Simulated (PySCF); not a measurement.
# SiBr: input and log

State: ²Π (doublet), unpaired electrons π ↑.

An equivalent input (the run itself took its basis sets from the Basis Set Exchange, started from a PBE0 density and held the occupation σ 12α 12β, πx 5α 5β, πy 6α 5β, δx 1α 1β, δy 1α 1β):

```python
from pyscf import gto, dft
mol = gto.M(atom='Si 0 0 0; Br 0 0 2.262', basis={'Si': 'pcseg-1', 'Br': 'pcseg-1'},
            charge=0, spin=1, verbose=4, symmetry='C2v')
mf = dft.UKS(mol, xc='PBE')
mf.grids.atom_grid = (80, 434)
mf.grids.prune = dft.gen_grid.treutler_prune
mf.irrep_nelec = {'A1': (13, 13), 'A2': (1, 1), 'B1': (5, 5), 'B2': (6, 5)}
mf.conv_tol = 1e-9
mf.max_cycle = 60
mf.diis_space = 10
mf.kernel()
```

The log (some set-up lines and the per-cycle HOMO/LUMO lines removed):

```
******** <class 'pyscf.dft.uks_symm.SymAdaptedUKS'> ********
method = SymAdaptedUKS
damping factor = 0
level_shift factor = 0
DIIS = <class 'pyscf.scf.diis.CDIIS'>
diis_start_cycle = 1
diis_space = 10
diis_damp = 0
SCF conv_tol = 1e-09
SCF conv_tol_grad = None
SCF max_cycles = 60
number electrons alpha = 25  beta = 24
Set gradient conv threshold to 3.16228e-05
init E= -2862.78539807254
cycle= 1 E= -2862.78603577443  delta_E= -0.000638  |g|= 0.0308  |ddm|= 0.116
cycle= 2 E= -2862.78333509199  delta_E= 0.0027  |g|= 0.0641  |ddm|= 0.149
cycle= 3 E= -2862.78677677927  delta_E= -0.00344  |g|= 0.00178  |ddm|= 0.105
cycle= 4 E= -2862.78677968921  delta_E= -2.91e-06  |g|= 0.000387  |ddm|= 0.00473
cycle= 5 E= -2862.7867798537  delta_E= -1.64e-07  |g|= 0.000133  |ddm|= 0.00124
cycle= 6 E= -2862.78677986814  delta_E= -1.44e-08  |g|= 3.82e-05  |ddm|= 0.000272
cycle= 7 E= -2862.78677986969  delta_E= -1.55e-09  |g|= 1.03e-05  |ddm|= 0.000112
cycle= 8 E= -2862.7867798698  delta_E= -1.16e-10  |g|= 1.47e-06  |ddm|= 2.78e-05
Extra cycle  E= -2862.78677986981  delta_E= -2.27e-12  |g|= 1.96e-06  |ddm|= 8.09e-06
converged SCF energy = -2862.78677986981  <S^2> = 0.753088  2S+1 = 2.0030856
```

Repeating this along the bond gives Re = 2.274 Å and ωe = 400 cm⁻¹.

A point of this curve took 0.6 CPU seconds beside 0.22 for the integrals (shared host).

Spin–orbit coupling is left out. The state is the lowest determinant that a PBE0 search found; another state may lie lower at other levels.
